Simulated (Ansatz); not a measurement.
Relaxation of H4OPSb (7 atoms, charge 0, multiplicity 1), to a largest force component of 0.02 eV/Å in at most 50 steps.

Method: RKS PBE/def2-mTZVP (Ansatz 0.2.0).

```xyz
7
Properties=species:S:1:pos:R:3:forces:R:3
P -0.713 -0.171 -1.299 0.21 1.07 -3.01
O -0.552 -0.111 0.411 -3.54 -1.17 1.93
Sb 1.321 0.533 0.669 2.46 0.46 -0.58
H -1.440 -0.432 0.708 0.99 0.23 1.26
H -1.266 1.228 -1.379 0.34 -0.79 -0.08
H 1.262 0.238 2.412 -0.31 -0.28 0.27
H 2.020 -1.078 0.381 -0.15 0.46 0.20
```

**Question.** Where does it end, and by what steps?

**Answer.** The run converged. After 15 steps the energy has fallen by 2.839 eV; H6 moved furthest, 1.00 Å. Parted: O2–Sb3 (2.00 → 3.45 Å).

```json
{"step": "0", "energy less start (eV)": "0.0000", "largest force component (eV/Å)": "3.539", "accepted": "yes"}
{"step": "1", "energy less start (eV)": "-0.5860", "largest force component (eV/Å)": "2.517", "accepted": "yes"}
{"step": "2", "energy less start (eV)": "-1.0069", "largest force component (eV/Å)": "1.960", "accepted": "yes"}
{"step": "3", "energy less start (eV)": "-1.3883", "largest force component (eV/Å)": "1.760", "accepted": "yes"}
{"step": "4", "energy less start (eV)": "-1.9040", "largest force component (eV/Å)": "2.173", "accepted": "yes"}
{"step": "5", "energy less start (eV)": "-2.4122", "largest force component (eV/Å)": "1.762", "accepted": "yes"}
{"step": "6", "energy less start (eV)": "-2.7473", "largest force component (eV/Å)": "0.739", "accepted": "yes"}
{"step": "7", "energy less start (eV)": "-2.7968", "largest force component (eV/Å)": "0.096", "accepted": "yes"}
{"step": "8", "energy less start (eV)": "-2.7985", "largest force component (eV/Å)": "0.320", "accepted": "yes"}
{"step": "9", "energy less start (eV)": "-2.8256", "largest force component (eV/Å)": "0.087", "accepted": "yes"}
{"step": "10", "energy less start (eV)": "-2.8227", "largest force component (eV/Å)": "0.420", "accepted": "no"}
{"step": "11", "energy less start (eV)": "-2.8331", "largest force component (eV/Å)": "0.047", "accepted": "yes"}
{"step": "12", "energy less start (eV)": "-2.8334", "largest force component (eV/Å)": "0.168", "accepted": "yes"}
{"step": "13", "energy less start (eV)": "-2.8385", "largest force component (eV/Å)": "0.050", "accepted": "yes"}
{"step": "14", "energy less start (eV)": "-2.8384", "largest force component (eV/Å)": "0.062", "accepted": "no"}
{"step": "15", "energy less start (eV)": "-2.8388", "largest force component (eV/Å)": "0.013", "accepted": "yes"}
```

```xyz
7
Properties=species:S:1:pos:R:3
P -0.526 0.045 -0.810
O -1.478 -0.206 0.577
Sb 1.884 0.410 0.106
H -1.711 -1.154 0.610
H -0.760 1.464 -0.854
H 1.286 0.895 1.659
H 1.937 -1.247 0.615
```

Whether the end is a true minimum wasn't checked by a vibrational analysis.

The run took 18 s on 2 threads of AMD EPYC 7R13 Processor (Zen 3) (shared host), peak memory 0.14 GiB.
